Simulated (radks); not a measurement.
The numbers below are computed, except where a source is named.
All-electron atom: Lu17+ in [Kr] 4d10 4f8 (the NIST ground configuration). Level of theory: non-relativistic Kohn-Sham, TPSS, spin-polarised, spherical densities, point nucleus; open shells are filled with parallel spins first (spin-orbit coupling, left out, can overturn this in heavy ions); meta-GGA in the generalised Kohn-Sham scheme; relativity is left out, which matters for an element this heavy (a radial shooting solver on a logarithmic mesh with Libxc functionals). Some entries of the table are withheld. Estimate them.

orbital  occ.  eigenvalue (eV)  <1/r> (bohr^-1)
1s down     1        -58919.43            70.47
1s up       1        -58919.41            70.47
2s up       1        -9931.764            16.49
2s down     1        -9931.684            16.49
2p up       3        -9514.684            16.51
2p down     3        -9514.638            16.51
3s up       1        -2555.080            6.312
3s down     1        -2550.491            6.322
3p up       3        -2364.268            6.256
3p down     3        -2360.007            6.265
3d up       5        -2009.780            6.168
3d down     5        -2006.541            6.176
4s up       1        -810.9662            2.772
4s down     1        -803.4073            2.765
4p up       3        -731.7005              (1)
4p down     3        -724.0715              (2)
4d up       5              (3)            2.520
4d down     5              (4)            2.511
4f up       7        -402.4321            2.227
4f down     1        -394.2001            2.214

Answer. 
(1) 4p up <1/r> (bohr^-1): 2.688
(2) 4p down <1/r> (bohr^-1): 2.681
(3) 4d up eigenvalue (eV): -588.2575
(4) 4d down eigenvalue (eV): -580.4614
